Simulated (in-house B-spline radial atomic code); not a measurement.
Configurations of neutral magnesium, with energies counted from [Ne] 3s2. Computed with an all-electron radial atomic-structure program (B-spline basis): scalar-relativistic (X2C) B3LYP, spin-polarised, spherical fractional occupations, exact exchange averaged over the configuration, Fermi nucleus of rms radius 3.057 fm. Shells without spins written out take the highest spin.

Occupations are held fixed; configurations that lie above the ionisation limit could autoionise.

```
       configuration  E - E(ref) (eV)  highest orbital  its <r> (bohr)
        [Ne] 3s1 4p1           5.8173            4p up           10.58
        [Ne] 3s1 4f1           6.7856            4f up           17.06
[He] 2s2 2p5 3s2 3p1            51.94            3p up           3.431
[He] 2s2 2p5 3s2 4p1           55.841            4p up           9.702
[He] 2s2 2p5 3s2 4d1           56.691            4d up           15.61
[He] 2s1 2p6 3s2 3p1           86.349            3p up           3.436
```

Order these further configurations by energy, lowest first.
A. [Ne] 3s1 3p1
B. [Ne] 3s1 4s1
C. [He] 2s1 2p6 3s2 4f1
D. [He] 2s2 2p5 3s2 4s1
E. [He] 2s1 2p6 3s2 4s1

A (2.8837 eV), B (5.1167 eV), D (55.049 eV), E (89.448 eV), C (91.354 eV).

How far above the reference does [He] 2s1 2p6 3s2 4d1 lie?

91.09 eV; its least bound orbital is 4d up with <r> = 15.59 bohr.
